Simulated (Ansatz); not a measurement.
C4H7FSi, SMILES `C=C1CC1(F)[SiH3]`, relaxed with RKS PBE0-D4/def2-TZVP in Ansatz 0.2.0 from a PBE-D4/def2-SVP geometry. The force threshold is 0.005 eV/Å; the program also tests the step.

Total charge 0; spin multiplicity 1.

Start:

```xyz
13

C    -1.569    0.587    1.438
C    -0.923   -0.016    0.438
C    -0.950   -0.624   -0.904
C     0.324   -0.633   -0.041
F     0.691   -1.856    0.513
Si    1.844    0.409   -0.499
H    -1.062    0.802    2.392
H    -2.627    0.877    1.343
H    -0.976   -0.004   -1.819
H    -1.466   -1.597   -0.997
H     2.723   -0.363   -1.443
H     1.372    1.673   -1.164
H     2.620    0.746    0.742
```

(1) How much energy does the relaxation release, and in how many steps? (An estimate is asked.)

(2) Which bonds change most? (An estimate is asked.)

(3) Give the relaxed structure. (Best estimate.)

Answers

(1) The calculation gave: 1.41 kcal/mol, in 7 steps.

(2) Computed: C4–Si6 from 1.899 to 1.877 Å; C1–C2 from 1.334 to 1.315 Å; C3–H9 from 1.105 to 1.086 Å; C3–H10 from 1.105 to 1.087 Å.

(3) The calculation gave: 
```xyz
13

C    -1.546    0.578    1.422
C    -0.912   -0.015    0.434
C    -0.932   -0.611   -0.897
C     0.324   -0.631   -0.030
F     0.656   -1.855    0.518
Si    1.822    0.403   -0.492
H    -1.048    0.780    2.364
H    -2.586    0.872    1.330
H    -0.937    0.007   -1.791
H    -1.445   -1.564   -0.999
H     2.693   -0.359   -1.423
H     1.320    1.631   -1.159
H     2.592    0.765    0.724
```
